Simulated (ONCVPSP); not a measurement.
antimony (Sb): variants of one ONCV potential

Base potential:

antimony, optimised norm-conserving Vanderbilt (ONCV), made with ONCVPSP 4.0.1 (PBE, scalar-relativistic). Core [Kr] 4d10, reference 5s2 5p2 (charge +1). Waves: 5s: rc 2.05 bohr, ncon 3, nbas 6, qcut 2.5 1/bohr, 1 projector; 5p: rc 1.90 bohr, ncon 5, nbas 9, qcut 5.2 1/bohr, 2 projectors, debl 1.4 Ha; d scattering state at 0.29 Ha: rc 2.25 bohr, ncon 4, nbas 7, qcut 4.8 1/bohr, 2 projectors, debl 2.1 Ha. Local part: polynomial inside 1.50 bohr (lpopt 5, dvloc0 0 Ha). Core correction: none.

Cutoffs, loose and tight: the cutoffs (Ha) at which the residual kinetic energy of the hardest occupied pseudo-wave falls to 1 and 0.1 mHa per electron. They do not see the model core or the augmentation charge, which bear on the density cutoff. Test errors are all-electron minus pseudo excitation energies from the reference, over the configurations 5s2 5p3; 5s2 5p1; 5s2 5p0; 5s1 5p4. A dash means not determined; rows that change the core or the reference have their own tests.

A true bound ghost makes a file unfit for plane-wave use even where its test errors are small: the radial tests pick states by their node count and pass the ghost by.

| change | outcome | cutoff, loose | cutoff, tight | bound ghosts | GHOST(+) flags above zero | largest test error (meV) |
| --- | --- | --- | --- | --- | --- | --- |
| base | generated | 20 Ha | 64 Ha | s, p | none | +13 |
| local potential polynomial inside 1.50 bohr (lpopt 5, dvloc0 7 Ha) | generated | 20 Ha | 64 Ha | p | d | +53 |
| p: qcut 4.4 | generated | 22 Ha | 67 Ha | s, p | none | +15 |
| d: rc 2.94 | generated, projector energies reset by the program | 20 Ha | 64 Ha | s, p | none | +13 |
| local potential polynomial inside 1.80 bohr (lpopt 5, dvloc0 -1 Ha) | generated | 20 Ha | 64 Ha | s, p | none | -19 |
| d: nproj 3 | generated | 20 Ha | 64 Ha | s, p, d | none | +13 |
| functional LDA (Perdew-Wang 92) | generated | 20 Ha | 65 Ha | s, p | none | +81 |
| p: ncon 4, nbas 8 | generated | 20 Ha | 35 Ha | s, p | none | +21 |
| reference 5s2 5p3 | generated | 20 Ha | 63 Ha | s, p, d | none | -26 |
| all radii scaled by about 1.05 (s 2.16, p 2.00, d 2.38 bohr); local potential polynomial inside 1.58 bohr (lpopt 5, dvloc0 0 Ha) | generated | 18 Ha | 38 Ha | s, p | d | +9.7 |

**Question.** What comes out with this change to the base: p: rc 2.8?

**Answer.** outcome: generated; cutoff, loose: 20 Ha; cutoff, tight: 35 Ha; bound ghosts: s; GHOST(+) flags above zero: p; largest test error (meV): +31.

**Question.** What comes out with this change to the base: p: qcut 3.5?

**Answer.** outcome: generated; cutoff, loose: 21 Ha; cutoff, tight: 67 Ha; bound ghosts: s; GHOST(+) flags above zero: p; largest test error (meV): +15.
